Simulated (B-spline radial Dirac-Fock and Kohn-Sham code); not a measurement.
Subshell cross sections of Ar¹³⁺, photon energy Mg Kα (1253.6 eV)

System: the Ar¹³⁺ ion in the configuration [He] 2s2 2p1.

Method: Dirac-Hartree-Slater photoionisation with all multipoles and Dirac-Fock thresholds. Computed with a B-spline atomic structure program. The asymmetry parameter β is from the dipole term alone. Kinetic energies are from the vacuum level. Open shells are spread statistically over j, without multiplet splitting.

The last column is dσ/dΩ = σ/(4π) · [1 + β P₂(cos θ)] at θ = 0° from the polarisation vector of linearly polarised light.

```
subshell  electrons  binding (eV)  kinetic (eV)  σ (kb)     β  dσ/dΩ (kb/sr)
      2s          2         785.8         467.8       ?     ?              ?
   2p1/2       0.33         756.1         497.5    6.44  1.37           1.21
   2p3/2       0.67         753.1         500.5    12.6  1.37           2.39
```

Task: What are σ and β for 2s?

Result: σ = 53.8 kb, the largest of all subshells and 74 % of the total, and β = 2.00, which gives dσ/dΩ = 12.8 kb/sr.
